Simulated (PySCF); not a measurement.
[Ta3]− at several levels of theory

Computed with PySCF 2.14.0 (density fitting, no spin-orbit coupling) at the geometry relaxed with PBE0:

```xyz
3
[Ta3]− (triplet)
Ta    1.4148   -0.0051    0.0000
Ta   -0.7065    1.2297    0.0000
Ta   -0.7083   -1.2246    0.0000
```

| level | basis | state | HOMO (eV) | gap (eV) | charge on Ta1 (e) | dipole about the centre of mass (D) | largest force component (eV/Å) |
| --- | --- | --- | --- | --- | --- | --- | --- |
| PBE0 | Ta def2-SVP with ECP60 | triplet | 0.29 | 1.41 | -0.34 | 0.16 | 0.01 |
| PBE | the same | triplet | 0.85 | 0.14 | -0.34 | 0.14 | 0.65 |
| BP86 | the same | triplet | 0.71 | 0.15 | -0.35 | 0.13 | 0.74 |
| revPBE | the same | triplet | 0.91 | 0.19 | -0.34 | 0.16 | 0.80 |
| PBE0 | Ta def2-TZVP with ECP60 | triplet | 0.18 | 1.53 | -0.35 | 0.42 | 0.52 |
| PBE0 | Ta x2c-SVPall | triplet | 0.16 | 1.69 | -0.34 | 0.05 | 1.45 |

HOMO and gap are taken over both spins. Charges are Mulliken's, which hang on the basis. The relaxation used the grid (50, 194), these runs (75, 302) or, all-electron (x2c bases, spin-free X2C Hamiltonian), (99, 590).

Q: What does wB97X with Ta def2-SVP with ECP60 give here?

A: state triplet, HOMO (eV) -1.28, gap (eV) 4.37, charge on Ta1 (e) -0.32, dipole about the centre of mass (D) 0.15, largest force component (eV/Å) 0.01. Time: 12 s on 2 threads of Arm Neoverse V1, on a shared host, from an already converged density.

The relaxed state isn't the lowest spin state tried at its geometry. No frequency check is given that shows the relaxed geometry to be a minimum. The relaxed state is spin-contaminated (spin squared 3.16 against 2.00). Open shells may have lower solutions than the one found.

The highest filled level of some runs lies above zero, as often for anions with such functionals and bases.

A gap near or under zero over both spins lies within a partly filled shell and is no excitation energy.

Some runs are spin-contaminated.
